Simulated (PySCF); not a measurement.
All values below come from PBE0-D4/def2-TZVP // PBE0-D4/def2-SVP run with PySCF 2.14.0. All species are isolated molecules in the gas phase. Delta-SCF ions had no search for a lower state. Excitations are Tamm–Dancoff values on a coarser integration grid. The basis has no diffuse functions, so Rydberg states are missing or too high.

Reference species (SMILES): `c12ccc(c([SiH3])c2cccc1)Cl` (neutral, multiplicity 1).

T1 excitation (TDA): 2.91 eV
HOMO–LUMO gap: 4.93 eV
HOMO: -6.57 eV
vertical ionisation energy (Delta-SCF): 8.10 eV

Changed species: `c12c(ccc([SiH3])c1Cl)cccc2`.

### Question
Predict the effect on the T1 excitation (TDA), HOMO–LUMO gap, HOMO and vertical ionisation energy (Delta-SCF).

### Answer
the T1 excitation (TDA) decreases by 0.08 eV, to 2.83 eV; the HOMO–LUMO gap falls by 0.11 eV, to 4.82 eV; the HOMO goes up by 0.05 eV, to -6.52 eV; the vertical ionisation energy (Delta-SCF) decreases by 0.04 eV, to 8.06 eV.
